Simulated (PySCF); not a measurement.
Zero-point energy (kcal/mol) of eight silicon and germanium compounds: PBE-D3(BJ) beside r2SCAN-D4, computed with PySCF for isolated molecules in the bases named; differences from unrounded values. The eight are the first of their class met in an unordered collection, after screening for sound electronic states; none was chosen by its value. Each level has its own optimised geometry.

```csv
molecule,basis,r2SCAN-D4,PBE-D3(BJ),difference
"C4H7FSi, SMILES C=C=C(F)[SiH2]C",def2-SVP,57.78,56.32,-1.46
"C3H9FOSi, SMILES CC(C)(F)[SiH2]O",def2-SVP,72.87,[?],[?]
"Cl₂H₄SSi₂, SMILES S([SiH2]Cl)[SiH2]Cl",def2-SVP,25.56,24.76,-0.80
"GeHCl₃, SMILES [Cl][GeH]([Cl])[Cl]",def2-SVP,7.73,7.42,-0.31
"C2H7ClOSi2, SMILES O[SiH2]/C(Cl)=C/[SiH3]",def2-SVP,49.74,[?],[?]
"FH₆NOSi₂, SMILES N[Si@@H](O)[SiH2]F",def2-SVP,43.60,42.49,-1.11
"dimethyl(silyl)silane (C2H10Si2), SMILES C[SiH](C)[SiH3]",def2-SVP,66.75,65.07,-1.68
"CH₇FOSi₂, SMILES [SiH2]([SiH2]O)CF",def2-SVP,48.75,[?],[?]
```

Q: What belongs in the gaps? (An estimate is asked for; the answer gives what the named calculation found.)

A: 
- CH₇FOSi₂, SMILES [SiH2]([SiH2]O)CF, PBE-D3(BJ): 47.42
- CH₇FOSi₂, SMILES [SiH2]([SiH2]O)CF, difference: -1.32
- C2H7ClOSi2, SMILES O[SiH2]/C(Cl)=C/[SiH3], PBE-D3(BJ): 48.36
- C2H7ClOSi2, SMILES O[SiH2]/C(Cl)=C/[SiH3], difference: -1.38
- C3H9FOSi, SMILES CC(C)(F)[SiH2]O, PBE-D3(BJ): 70.98
- C3H9FOSi, SMILES CC(C)(F)[SiH2]O, difference: -1.88

PBE-D3(BJ) lies below r2SCAN-D4 in 8 and above it in 0 of the eight; the mean signed difference is -1.24 and the largest -1.88 kcal/mol.
